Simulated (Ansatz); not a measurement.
Gas-phase electronic energies from Ansatz, PBE0-D4/def2-TZVP geometries. CCSD(T)/CBS is the MP2 limit (def2-TZVPP, def2-QZVPP) plus CCSD(T) − MP2 in def2-TZVPP, frozen cores. This one scheme is used for every species. DFT in def2-TZVPP. For Ge, Se outer-core shells are correlated without core-valence functions, which leaves a few kJ/mol of doubt a bond. Scalar relativity is left out up to krypton. One conformer a species, not always the lowest.

Consider the formal exchange of groups at the Se–Ge bond: `[F][Ge]([F])([Cl])[SeH]` + CH₄ → `C[SeH]` + `[F][GeH]([F])[Cl]`.

`[F][Ge]([F])([Cl])[SeH]`:

Cartesian coordinates in Å:
```
F -0.025 2.096 0.180
Ge 0.264 0.411 0.066
F 1.305 0.048 1.379
Cl 1.381 0.027 -1.688
Se -1.780 -0.653 0.211
H -1.146 -1.929 -0.148
```

CH₄:

```xyz
5

C     0.000    0.000    0.000
H    -0.696    0.511    0.665
H     0.173   -1.013    0.364
H     0.944    0.543   -0.024
H    -0.421   -0.041   -1.004
```

`C[SeH]`:

Cartesian coordinates in Å:
```
C 0.057 0.487 0.240
Se -0.282 -0.718 -1.254
H -0.689 0.349 1.019
H -0.026 1.495 -0.163
H 1.060 0.337 0.632
H -0.119 -1.951 -0.475
```

`[F][GeH]([F])[Cl]`:

```xyz
5

F     1.555    0.541    0.427
Ge   -0.007   -0.077    0.091
F    -1.096    1.101    0.693
Cl   -0.234   -0.157   -2.005
H    -0.218   -1.408    0.795
```

Problem. Is it downhill or uphill in electronic energy at CCSD(T)/CBS, and by how much? (Estimate.)

Solution. Computed: Uphill: ΔE = +111.2 kJ/mol.

Problem. What do these levels give: LDA (SPW92), PBE-D4, BLYP-D4, BHLYP-D4, ωB97X-V, B2PLYP, RPA@PBE/def2-TZVPP, MP2/def2-SVP, CCSD/def2-SVP, CCSD(T)/def2-SVP, HF/CBS(def2), CCSD/CBS(def2)? (Estimate.)

Solution. Computed: LDA (SPW92) 111.6, PBE-D4 115.1, BLYP-D4 115.7, BHLYP-D4 116.0, ωB97X-V 108.5, B2PLYP 110.5, RPA@PBE/def2-TZVPP 102.6, MP2/def2-SVP 115.3, CCSD/def2-SVP 110.3, CCSD(T)/def2-SVP 111.5, HF/CBS(def2) 102.1, CCSD/CBS(def2) 109.5 kJ/mol.

Largest T1 diagnostic among the species: 0.012.

In def2-TZVPP, CCSD(T) changes the Hartree–Fock value by +4.8 kJ/mol (the triples alone add +1.7 kJ/mol) and MP2 by +9.0 kJ/mol. The D4 term adds +6.1 kJ/mol with B3LYP and +3.5 kJ/mol with PBE0; it sums over pairs of atoms, weighted by their polarisabilities, and B3LYP, whose exchange is more repulsive, gets the larger term.

B3LYP here is the variant with VWN-RPA as its local correlation; programs differ in this.
